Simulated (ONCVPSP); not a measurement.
## Potentials for Sb (Z = 51) compared

Generated with ld1.x 7.5 (TM, RRKJ, ultrasoft, PAW), atompaw 4.2 or ONCVPSP 4.0.1. The cutoff is in Ry: for ld1.x and atompaw files where the sum of valence levels is converged to 10 mRy in a Bessel basis, for ONCV files where the hardest occupied wave has 1 mHa per electron of residual kinetic energy. The error is the largest all-electron minus pseudo excitation energy over each file’s own four to seven test configurations (ionisations up to +4, promotions, holes and added fractions of an electron), all of which were solved. The labels leave out finer settings (local radius, basis sizes, second energies), which also bear on the numbers. Spin-polarised tests are not counted. The rows are a selection from randomly drawn settings: files with unsolved tests, undetermined cutoffs or missed reference levels are left out.

A true bound ghost makes a file unfit for plane-wave use even where its test errors are small: the radial tests pick states by their node count and pass the ghost by.

```tsv
potential	cutoff (Ry)	largest error (meV)	bound ghosts
ONCV, PBE, scalar-relativistic, rc 1.65/1.95/1.30 (spd), local smoothed, core correction yes, reference 4d10 5s1 5p4, qcut 3.5/3.5/11.4, projectors 1/2/2	91	-6.7	s
ONCV, Wu-Cohen, scalar-relativistic, rc 1.15/1.55/1.30 (spd), local smoothed, core correction yes, reference 4s2 4p6 4d10 5s2 5p2.75, qcut 8.5/9.3/13.5, projectors 2/2/2	99	-26	none
ONCV, LDA (Perdew-Zunger), scalar-relativistic, rc 1.65/2.10/2.30 (spd), local smoothed, core correction no, reference 5s2 5p1, qcut 4.2/3.9/3.7, projectors 3/3/3	61	+48	s, d
ONCV, PBEsol, scalar-relativistic, rc 2.05/2.40/2.15 (spd), local smoothed, core correction yes, reference 5s2 5p3, qcut 3.4/3.3/3.7, projectors 2/1/1	21	-117	none
ONCV, PBE, fully relativistic, rc 1.20/1.30/1.30 (spd), local smoothed, core correction yes, reference 4s2 4p6 4d10 5s1.75 5p3.25, qcut 12.5/13.1/14, projectors 2/2/2	106	+1.0	none
ONCV, PBE, fully relativistic, rc 1.35/1.70/1.25 (spd), local smoothed, core correction yes, reference 4s2 4p6 4d10 5s2 5p3, qcut 7.2/9.4/14.9, projectors 2/3/2	100	-433	none
```

Problem. Fill in the row for Sb: ONCV, LDA (Perdew-Zunger), non-relativistic, rc 1.90/2.10 (sp), local smoothed, core correction no, reference 5s1.75 5p3.25, qcut 2.6/3.8, projectors 1/2.

Solution. cutoff 45 Ry, largest error +144 meV, bound ghosts: none.
